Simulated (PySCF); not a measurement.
SMILES F[SiH](F)/C=[CH]/[Ge]([Cl])([Cl])[Cl] (C2H3Cl3F2GeSi), PBE0/def2-SVP optimised geometry.

```
12

Si     1.33    -2.16     0.00
F      0.87    -2.89    -1.36
F      2.94    -2.16     0.00
C      0.70    -0.41     0.00
C     -0.11     0.03     0.97
Ge    -0.80     1.83     1.02
Cl    -0.18     2.84     2.81
Cl    -0.08     2.93    -0.67
Cl    -2.94     1.84     0.98
H      0.83    -2.93     1.16
H      0.98     0.27    -0.81
H     -0.42    -0.62     1.80
```

Density from PBE0/def2-TZVP in PySCF at that geometry.

Minimum of the electron density along straight lines between bonded atoms, close to the bond critical point (lines longer than 1.1 times the sum of covalent radii, or with two minima, are not listed):

```tsv
bond	length / Å	ρ at the minimum / e bohr⁻³	∇²ρ there / e bohr⁻⁵	position (fraction from the first atom)
Si1–F2	1.612	0.136	0.94	0.42
Si1–F3	1.612	0.135	0.94	0.42
Si1–C4	1.856	0.128	0.20	0.39
C4–C5	1.340	0.342	-1.01	0.49
C5–Ge6	1.930	0.136	0.08	0.53
Ge6–Cl7	2.141	0.109	0.17	0.43
Ge6–Cl8	2.142	0.108	0.17	0.43
Ge6–Cl9	2.141	0.109	0.17	0.43
Si1–H10	1.479	0.129	0.12	0.49
C4–H11	1.099	0.275	-0.95	0.65
C5–H12	1.099	0.276	-0.96	0.65
```
